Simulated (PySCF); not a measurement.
A side-by-side comparison of computed properties.

First species: C₃H₁₁NOSi₄.
SMILES: `C#CC[Si@@H]1[SiH2][Si@@H](N)[Si@@H]1O`

Second species: C6H9ClO2.
Geometry (GFN2-xTB, Å), atoms numbered from 1 in this order:
```
atom  x, y, z in Å
C1     2.2130    0.1006    0.9753
O2     1.6584    0.7524   -0.1471
C3     0.6655    0.0408   -0.7713
C4    -0.3899    0.7865   -1.4957
C5    -0.7856    0.0479   -0.2274
C6    -1.5730   -1.2360   -0.3395
C7    -0.9860    0.9077    0.9405
O8    -0.6410    2.0334    1.0937
Cl9   -1.8328    0.0840    2.2818
H10    2.6270   -0.8765    0.7001
H11    1.4633   -0.0383    1.7623
H12    3.0074    0.7466    1.3404
H13    0.9812   -0.9320   -1.1521
H14   -0.7569    0.4023   -2.4339
H15   -0.3426    1.8624   -1.4250
H16   -2.6406   -1.0338   -0.2842
H17   -1.3145   -1.9249    0.4619
H18   -1.3614   -1.7168   -1.2914
```

Levels: PBE0/pcSseg-1 for dipole moment, HOMO energy, LUMO energy and HOMO–LUMO gap; GFN2-xTB for rotational constant A and rotational constant C. Geometries: GFN2-xTB. All species are isolated and taken at one optimised geometry, non-relativistic unless stated. Electronic properties by PySCF.

The conformers computed, where there is a choice (atom-mapped SMILES and torsion angles):
- `[CH:1]#[C:2][CH2:3][Si@@H:4]1[SiH2:5][Si@@H:6]([NH2:7])[Si@@H:8]1[OH:9]`: C2–C3–Si4–Si5 -65°, H–N7–Si6–Si5 -60°, H–N7–Si6–Si5 164°, H–O9–Si8–Si6 77°
- `[CH3:1][O:2][C@@H:3]1[CH2:4][C@:5]1([CH3:6])[C:7](=[O:8])[Cl:9]`: C1–O2–C3–C4 152°, C4–C5–C7–O8 -16°

Values for the first species:

* Dipole moment: 3.14 D
* HOMO energy: -6.81 eV
* LUMO energy: -1.53 eV
* HOMO–LUMO gap: 5.28 eV
* Rotational constant A: 1.319 GHz
* Rotational constant C: 0.431 GHz

Estimate the same properties for the second species, and the change in each.

| property | first | second | second less first |
| --- | --- | --- | --- |
| dipole moment | 3.14 D | 3.75 D | +0.61 D |
| HOMO energy | -6.81 eV | -7.61 eV | -0.80 eV |
| LUMO energy | -1.53 eV | -0.90 eV | +0.63 eV |
| HOMO–LUMO gap | 5.28 eV | 6.71 eV | +1.43 eV |
| rotational constant A | 1.319 GHz | 1.885 GHz | +0.566 GHz |
| rotational constant C | 0.431 GHz | 0.943 GHz | +0.512 GHz |

On the first: The dipole matches unit charges of opposite sign 0.65 Å apart (1 e·Å = 4.8032 D).

On the second: In atomic units the dipole is 1.47 e·bohr (1 au = 2.5417 D).
